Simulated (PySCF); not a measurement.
Ge(H)2(vinyl)(OH) (C₂H₆GeO), SMILES [CH](=C)[GeH2][OH]. Coordinates come from a PBE0-D3(BJ)/def2-SVP optimisation. The values are those of a single conformer.

Computed equilibrium geometry at PBE0-D3(BJ)/def2-SVP (PySCF confirms it by a frequency run) as a Z-matrix (one conformer of several):
```
C
C 1 1.3364
H 2 1.0961 1 122.18
H 2 1.0963 3 116.02 1 179.99
H 1 1.0976 2 118.78 3 -0.01
Ge 1 1.9383 5 119.30 2 179.68
O 6 1.7871 1 111.78 5 71.97
H 7 0.9626 6 112.84 1 -67.19
H 6 1.5346 7 104.08 8 174.94
H 6 1.5457 9 112.24 7 117.56
```
Charge 0, spin multiplicity 1.
